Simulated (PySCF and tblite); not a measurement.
C5H3BrO2S, numbered as in [O:1]=[c:2]1[cH:3][c:4]([SH:5])[cH:6][c:7]([Br:8])[o:9]1. Level: PBE0-D3(BJ)/pcSseg-1//GFN2-xTB, thermal terms from GFN2-xTB, symmetry numbers and mirror pairs counted. Conformers within 2.5 kcal/mol (GFN2-xTB free energy) were kept, 2 at most. GIAO shieldings: PBE0/pcSseg-1. Shifts are against TMS (¹H), TMS (¹³C) at the same level. Run with PySCF (density fitting) and tblite.

Torsions listed: C3–C4–S5–H5.

Two conformers hold nearly all the population. I: 180°; δ(C6) = 114.49 ppm. II: 0°; δ(C6) = 111.67 ppm. The average over the ensemble at 298.15 K is 112.64 ppm.

Problem. What populations and free-energy difference follow from a two-state model?

Solution. p(I) = (112.64 − 111.67)/(114.49 − 111.67) = 0.34, so K = p(II)/p(I) = 1.91 and G(II) − G(I) = −RT ln K = -0.38 kcal/mol. The weights computed directly are 34.5 % and 65.5 %.

The minima are those of GFN2-xTB; planar forms about aryl–S or allylic bonds may be saddles in DFT. Spin–orbit effects of the heavy atoms on shieldings are missing. Other tautomers (keto or thione forms) aren't considered and may dominate.


Conformer gaps in pcSseg-1 on xTB geometries can be 2 kcal/mol off for S=O, P=O and other polar bonds.